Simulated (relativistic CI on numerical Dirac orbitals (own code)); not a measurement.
**Judd-Ofelt analysis for Ho3+**

Calculated at this level of theory: Dirac-Coulomb-Breit CI, separate exchange-only KLI orbitals for each configuration, QED by a radiative potential, unscaled Slater integrals (own radial code, finite nucleus).

Configuration 4f10 alone, in intermediate coupling. Take Ω₂ = 4.04, Ω₄ = 5.23, Ω₆ = 6.0 (10⁻²⁰ cm²) and refractive index n = 1.48 as given. A_ED = 64π⁴e²ν³ n(n² + 2)²/[27h(2J + 1)] Σ Ω_λ |U^λ|², in Gaussian units with ν in cm⁻¹, and A_MD is n³ times the free-ion magnetic-dipole rate; a dash marks a rate that is forbidden or under 2 % of the level's free-ion decay.

Emitting level 5F_5 at 19955 cm⁻¹ (radiative decay alone: multiphonon quenching in a host is left out, and the level can lie too high or too low):

| To | ν (cm⁻¹) | U² squared | U⁴ squared | U⁶ squared | Free-ion A(M1) (s⁻¹) |
| --- | --- | --- | --- | --- | --- |
| 5I_8 | 19955 | 0.0000 | 0.4477 | 0.5265 | - |
| 5I_7 | 14962 | 0.0121 | 0.3053 | 0.5129 | - |
| 5I_6 | 11355 | 0.0074 | 0.1186 | 0.4415 | 0.56 |
| 5I_5 | 8652 | 0.0020 | 0.0269 | 0.1609 | 0.237 |
| 5I_4 | 6539 | 0.0000 | 0.0032 | 0.0143 | 0.0252 |

Give the rates, branching ratios and the radiative lifetime.

The rates are:

```tsv
To	λ (nm)	A_ED (s⁻¹)	A_MD (s⁻¹)	β (%)
5I_8	501	8300	0	67.1
5I_7	668	3000	0	24.3
5I_6	881	917	1.81	7.4
5I_5	1156	137	0.768	1.1
5I_4	1529	5.47	0.0816	0.0
```

τ_rad = 8.09e-05 s. Computed level positions enter as ν³, so measured ones would change the rates. For the strongest line (501 nm) and an assumed effective width Δλ = 7.5 nm (300 cm⁻¹), the Füchtbauer-Ladenburg formula σ = λ⁴A/(8πcn²Δλ) gives a peak emission cross-section of 4.2 × 10⁻²⁰ cm².
